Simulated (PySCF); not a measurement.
C5H4F2O, SMILES C=C=C1CC(F)(F)O1.

Geometry optimised at B3LYP-D3(BJ)/def2-SVP. This is a generated structure with no PubChem entry under its InChIKey; it may be hypothetical.

Vertical ionisation energy (IE) and electron affinity (EA) in eV. Rows of orbital energies are one-electron estimates. Where ΔSCF, EOM or ADC give a negative EA the extra electron is unbound and the value depends on the basis.

| level | IE | EA |
|---|---|---|
| −ε(HOMO), −ε(LUMO), ωB97X/def2-TZVP (PySCF) | 9.50 | -1.37 |
| −ε(HOMO), −ε(LUMO), PBE/def2-TZVP (PySCF) | (withheld) | (withheld) |

What belongs in the gaps? (Estimate from the structure and the level; the computed values follow.)


- −ε(HOMO), −ε(LUMO), PBE/def2-TZVP (PySCF), IE: 5.91
- −ε(HOMO), −ε(LUMO), PBE/def2-TZVP (PySCF), EA: 1.83
